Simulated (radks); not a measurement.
Task: Numerical settings for the xenon ion Xe2+, [Kr] 4d10 5s2 5p4. All-electron calculation, Dirac Kohn-Sham, PBE, spin-unpolarised, spherical densities, finite nucleus; open shells are shared between the two j in proportion to 2j + 1; Fermi nuclear charge, rms radius 4.7859 fm. Program: a radial shooting solver on a logarithmic mesh with Libxc functionals. The defaults (mesh step 0.008 in ln r, mesh end at 40 bohr or more with all orbitals vanishing there, Anderson mixing 0.5 over 9 steps, residual threshold near 1e-9 with the energy settled to 1e-9 hartree or 1e-11 of itself, here a cap of 71 iterations) give E = -7448.7426 hartree and 5p3/2 at -26.148 eV in 14 iterations. Run on one thread of a shared host, so times are rough (Arm Neoverse V2): 0.11 s of CPU time, 0.11 s wall, 14 iterations on 2254 mesh points. One setting is changed at a time: mesh step in ln r 0.02; mesh step in ln r 0.003; mesh step in ln r 0.012; mesh end (bohr) 20; mesh end (bohr) 1; residual threshold 0.1; residual threshold 0.001; mixing 1; linear mixing, mixing 0.5; linear mixing, mixing 1; mixing history 2; iteration cap 3. Which runs fail to converge, and which converge to a wrong energy?

Result: Not converged within the cap: linear mixing, mixing 1; iteration cap 3. Settled on a wrong energy, with an occupied level pushed above zero by the early mesh end: mesh end (bohr) 1 (+264 hartree). Apart from these: no run marked as converged misses the energy by more than 1 mhartree.
